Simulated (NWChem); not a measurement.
[OH][Ge]([F])([F])[F] (GeHOF$_{3}$), optimised at PBE0/def2-SVP with NWChem:

* **highest occupied level (eV)**: -10.52
* **orbital gap (eV)**: 9.39
* **dipole (D)**: 2.37
* **highest harmonic frequency (cm⁻¹)**: 3894
* **zero-point energy (kcal/mol)**: 13.1

All stand in one matching conformer (torsions within 35°), which need not be the lowest.

Problem. One Ge atom is replaced by Ti, giving [OH][Ti]([F])([F])[F] (TiHOF₃), optimised at the same level. How do these values move?

Solution. 
```csv
quantity,new value,change
highest occupied level (eV),-10.37,+0.15
orbital gap (eV),8.06,-1.33
dipole (D),2.61,+0.24
highest harmonic frequency (cm⁻¹),3954,+60
zero-point energy (kcal/mol),12.4,-0.7
```
